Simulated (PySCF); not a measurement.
Molecule: `CSc1ccsc1[O-]`, [C5H5OS2]-.

Bonds (- single, = double, # triple, : aromatic): C1-S2, S2-C3, C3:C4, C4:C5, C5:S6, S6:C7, C7-O8, C7:C3. C1 carries H9, H10, H11; C4 carries H12; C5 carries H13. Formal charges: O8 -1.

Total charge -1.

Frames of a GFN2-xTB Langevin trajectory at 200 K; GIAO PBE0/pcSseg-1 shieldings in PySCF 2.14, gas phase, non-relativistic; equivalent atoms averaged within each frame.

References, each an isolated molecule treated in the same way: ¹³C (σ = 186.93 ppm) and ¹H (σ = 31.72 ppm) against TMS; ³³S (σ = 503.73 ppm) against CS2; ¹⁷O (σ = 336.08 ppm) vs H2O. The references are static minima.

**Question.** How do the shifts (ppm) fluctuate along the trajectory?

**Answer.** 
```tsv
time (fs)	C7	C4	C5	C3	C1	S6	S2	O8	H12	H13
250	198.3	135.1	101.7	83.1	20.8	247	-50	384.7	5.59	4.53
425	191.6	139.2	99.8	81.9	21.8	227	-117	369.8	5.89	4.90
625	184.9	128.7	98.9	83.8	18.5	220	-42	357.0	6.19	4.49
800	184.7	129.2	91.3	81.6	29.2	192	-22	347.6	6.26	4.96
1000	181.8	138.3	109.1	75.0	25.0	247	-41	346.5	6.67	5.48
mean of frames	188.2	134.1	100.1	81.1	23.1	227	-54	361.1	6.12	4.87
standard deviation	6.7	4.9	6.4	3.5	4.2	23	36	16.1	0.40	0.40
```

5 frames give an uncertainty of the mean of about the standard deviation over 2.2 at best, since frames this close in time may not be independent; classical motion lacks zero-point vibration, and the reference would need the same averaging.
